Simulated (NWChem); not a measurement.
System: C2H6ClSn cation; SMILES [CH3][Sn+]([CH3])[Cl]

Not confirmed as a minimum by frequencies. def2 effective core potentials on Sn; no spin-orbit coupling.

**Question.** Give the equilibrium geometry at PBE0/def2-SVP with def2 effective core potentials on Sn (NWChem) as an XYZ file, with the point group.

**Answer.** point group C1; any orientation.
```
10

Sn    -0.0003     0.2481     0.0026
C     -1.9594     1.0506     0.0030
H     -2.1548     1.4565    -1.0022
H     -2.0142     1.8586     0.7471
H     -2.6607     0.2381     0.2353
C      1.9555     1.0590    -0.0020
H      2.0510     1.7333    -0.8665
H      2.6698     0.2274    -0.0635
H      2.0919     1.6297     0.9295
Cl     0.0035    -2.0473    -0.0017
```
